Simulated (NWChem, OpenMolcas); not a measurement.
## SnCl2 (SMILES [Cl][Sn][Cl]): the vertical energy of the triplet above the singlet, rung by rung

The species is SnCl2 (3 atoms), meant as a singlet with charge 0. SMILES: `[Cl][Sn][Cl]`. Geometry: relaxed at PBE0-D4/def2-TZVP.

```xyz
3

Cl    1.1542    1.2207    0.7560
Sn   -0.7969    0.5189   -0.3766
Cl   -0.3682   -1.8045   -0.3926
```

Quantity: the vertical energy of the triplet above the singlet, in eV. The values are calculated.

```tsv
level	kind	program	value (eV)	less CCSD(T)/def2-SVP
SVWN5/def2-SVP (core potential)	LDA	OpenMolcas	3.04	+0.31
BLYP/def2-SVP (core potential)	GGA	OpenMolcas	2.99	+0.26
revPBE/def2-SVP (core potential)	GGA	OpenMolcas	2.87	+0.14
M06-L/def2-SVP (core potential)	meta-GGA	OpenMolcas	3.23	+0.50
TPSS/def2-SVP (core potential)	meta-GGA	OpenMolcas	2.86	+0.13
B3LYP/def2-SVP (core potential)	global hybrid	NWChem	2.98	+0.25
MP2/def2-SVP (core potential)	perturbation theory	NWChem	2.69	-0.04
CCSD(T)/def2-SVP (core potential), open shells restricted	coupled cluster or CI	OpenMolcas	2.73	0.00
```

CCSD(T)/def2-SVP (core potential), open shells restricted is the highest level here, not the true value. Spin-orbit coupling, which can split open shells on such heavy atoms by tenths of an eV, is left out. The values span 2.69 to 3.23 eV. In the correlated wave-function rows the outer d shell of Sn is correlated, in sets not made for it.
